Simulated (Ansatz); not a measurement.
GaH5O3Se, relaxed with RKS PBE0-D4/def2-TZVP in Ansatz from a PBE-D4/def2-SVP geometry. The force threshold is 0.005 eV/Å; the program also tests the step.

The species carries charge 0 and has multiplicity 1. The bonds changed during the relaxation, so this is another structure than the one it started from.

Start:

```xyz
10

O    -1.385   -0.545   -0.921
Ga    0.155    0.435    0.227
O     0.062    2.193   -0.182
O     1.191   -0.567   -0.932
Se   -0.199   -0.515    2.367
H    -0.600   -0.929   -1.408
H    -0.160    2.741    0.592
H     1.799   -0.012   -1.455
H     0.832   -1.534    2.045
H    -1.695   -1.266   -0.334
```

```csv
step,energy (eV),largest force (eV/Å),largest move (Å)
1,-123935.3993,0.836,0.000
2,-123935.4443,0.455,0.036
3,-123935.4633,0.157,0.050
4,-123935.4676,0.176,0.063
5,-123935.4731,0.109,0.050
6,-123935.4743,0.032,0.022
7,-123935.4748,0.023,0.020
8,-123935.4750,0.023,0.029
9 (rejected),-123935.4750,0.022,0.003
10,-123935.4751,0.010,0.001
11,-123935.4751,0.005,0.004
```

End:

```xyz
10

O    -1.364   -0.548   -0.862
Ga    0.217    0.417    0.172
O     0.040    2.164   -0.174
O     1.303   -0.501   -0.951
Se   -0.151   -0.467    2.325
H    -0.788   -1.034   -1.473
H    -0.214    2.690    0.586
H     1.949    0.051   -1.396
H     0.764   -1.577    2.034
H    -1.757   -1.195   -0.262
```

Hardware: 4 threads of an AMD EPYC 9R45 on a shared host. Wall time 22 s, peak host memory 0.78 GiB.
